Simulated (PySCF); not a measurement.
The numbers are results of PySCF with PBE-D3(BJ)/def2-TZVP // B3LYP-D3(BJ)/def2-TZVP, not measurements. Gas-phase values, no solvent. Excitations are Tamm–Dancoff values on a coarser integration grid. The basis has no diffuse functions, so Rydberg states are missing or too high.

Reference species (SMILES): `F[SiH3]` (neutral, multiplicity 1).

| Quantity | Result |
|---|---|
| T1 excitation (TDA) | 6.95 eV |
| HOMO–LUMO gap | 7.29 eV |

Changed species: `F[SiH2]F` (2 of 4 H replaced by F; the reference has 1 of 4 H replaced by F).

Problem. Predict the effect on the T1 excitation (TDA) and HOMO–LUMO gap.

Solution. the T1 excitation (TDA) increases by 0.49 eV, to 7.44 eV; the HOMO–LUMO gap goes up by 0.51 eV, to 7.80 eV.
